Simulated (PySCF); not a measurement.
Gas-phase reaction: Ge2H6 + 4 GeF3 → 3 GeF4 + 3 GeH2

Method: PySCF energies plus ideal-gas RRHO corrections (1 bar). † marks an energy on the PBE0/def2-TZVP geometry and frequencies; other levels use their own. MP2 freezes the core. 6-31G* has spherical d functions here. Open shells (unrestricted): GeF3 (multiplicity 2); the rest are closed-shell singlets. B3LYP is the form with VWN-RPA correlation. Ge: all electrons, no relativistic terms. GeF3, GeH2: computed as isolated molecules; such fragments, hydroxides, amides, oligomers or adducts are transient or little studied in the gas. MP2 isn't extrapolated to the basis-set limit; its ΔH°(298 K) is -5.9 kJ in def2-SVP and 15.0 kJ in def2-TZVPP. The harmonic model lacks anharmonicity and excited electronic states, which grow with temperature; levels with a mode under 35 cm⁻¹ are left out. Internal rotation in Ge2H6 is treated as a harmonic vibration of one conformer, which makes the entropy rough.

| level | ΔE electronic, kJ | ΔH°(298 K), kJ | ΔS°(298 K), J/K | ΔG°(1800 K), kJ |
|---|---|---|---|---|
| B3LYP/6-31G* | 21 | 2 | 68 | -109 |
| B3LYP/def2-TZVP† | 36 | 16 | 71 | -100 |
| M06-2X/def2-TZVP† | 15 | -4 | 71 | -121 |
| MP2/def2-TZVPP† | 34 | 15 | 71 | -101 |
| PBE0/def2-QZVP† | 72 | 53 | 71 | -64 |
| LDA/def2-TZVP† | 116 | 96 | 71 | -20 |
| ωB97X-V/def2-TZVP† | 30 | 11 | 71 | -106 |
ΔH° is lowest at M06-2X/def2-TZVP† and highest at LDA/def2-TZVP†. No reference value is set beside these.
